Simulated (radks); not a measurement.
Task: These are the eigenvalues of the occupied orbitals of an atom or ion with whole-number occupations (eV). Method: Dirac Kohn-Sham, BLYP, spin-unpolarised, spherical densities, finite nucleus; Fermi nuclear charge, rms radius of each element as measured or else 0.836 A^(1/3) + 0.57 fm; computed with a radial shooting solver on a logarithmic mesh with Libxc functionals.

1s1/2: -17863.22
2s1/2: -2511.890
2p1/2: -2303.354
2p3/2: -2217.446
3s1/2: -447.0041
3p1/2: -369.4021
3p3/2: -355.7091
3d3/2: -218.8392
3d5/2: -216.3350
4s1/2: -95.3445
4p1/2: -73.8900
4p3/2: -71.9548

Which element is it, and in what charge state? The configuration may be excited. Open shells, if any, are shared by 2j + 1.

Result: Z = 40, zirconium, charge +4: Zr4+ in [Kr]. The list shows which subshells hold electrons but not how many an open one holds; the 1s level, -656.46 hartree, gives Z - s = 36.2 by -(Z - s)^2/2, which with screening and relativity narrows Z to a few neighbours, and the depths of the outer levels then fix element, charge and occupations together.
